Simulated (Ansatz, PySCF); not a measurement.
Here is a job for PySCF.
```python
from pyscf import gto, scf, dft

mol = gto.Mole()
mol.atom = '''
    C     0.06838840   -0.34344719    1.28001260
    N    -0.02031578    0.57728452    0.03028326
    C    -0.01464409   -0.23244926   -1.15661628
    H     0.07446949    0.42980237    2.12358233
    H    -1.00128293   -0.74920637    1.34561699
    H     0.85112316    1.11606852    0.04720825
    H     0.82050456   -0.96673735   -1.22449252
    H     0.01871469    0.39617056   -2.06419785
    H    -0.94378425   -0.81171072   -1.18007793
'''
mol.basis = 'sto-3g'
mol.charge = -1
mol.verbose = 4
mol.build()

mf = dft.RKS(mol)
mf.xc = 'camb3lyp'
mf.grids.atom_grid = (99, 590)
mf.grids.prune = None
mf.kernel()
```

Problem. Convert this to an input for Ansatz (an electronic-structure program).

Solution. Several could match; the one computed here: 
Ansatz 0.2 input:
```yaml
crystal:
  periodic: [false, false, false]
  atoms:
    - {symbol: C, position_ang: [0.06838840, -0.34344719, 1.28001260]}
    - {symbol: N, position_ang: [-0.02031578, 0.57728452, 0.03028326]}
    - {symbol: C, position_ang: [-0.01464409, -0.23244926, -1.15661628]}
    - {symbol: H, position_ang: [0.07446949, 0.42980237, 2.12358233]}
    - {symbol: H, position_ang: [-1.00128293, -0.74920637, 1.34561699]}
    - {symbol: H, position_ang: [0.85112316, 1.11606852, 0.04720825]}
    - {symbol: H, position_ang: [0.82050456, -0.96673735, -1.22449252]}
    - {symbol: H, position_ang: [0.01871469, 0.39617056, -2.06419785]}
    - {symbol: H, position_ang: [-0.94378425, -0.81171072, -1.18007793]}
basis:
  gaussian:
    orbitals: STO-3G
hamiltonian:
  xc: cam_b3lyp
total_charge: -1
accuracy: high
```

Both were run: PySCF gave -132.535886 Eh and Ansatz -132.535886 Eh, 0.000 mEh apart.
